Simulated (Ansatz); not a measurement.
Computed with Ansatz on PBE0-D4/def2-TZVP structures; ΔE is electronic, products minus reactants. CBS: MP2 limit from def2 TZ/QZ plus the TZ coupled-cluster correction, frozen cores. DFT in def2-TZVPP. B3LYP here is the variant with VWN-RPA as its local correlation; programs differ in this. For Se outer-core shells are correlated without core-valence functions, which leaves a few kJ/mol of doubt a bond. Scalar relativity is left out up to krypton. One conformer a species, not always the lowest.

`OC[Se]CF` → `CC(O)(F)[SeH]`  (isomerisation)

```tsv
level	ΔE (eV)
B3LYP	-0.53
SCS-MP2/def2-TZVPP	-0.57
```

(1) What does CCSD(T)/CBS give? (Best estimate.)

Largest T1 diagnostic among the species: 0.011.

## Answers

(1) Ansatz gave: -0.60 eV. The listed levels differ from it by 0.07, 0.03 eV.

From PBE to PBE0 (25 % exact exchange), in def2-TZVPP and without D4, ΔE moves by −0.05 eV.
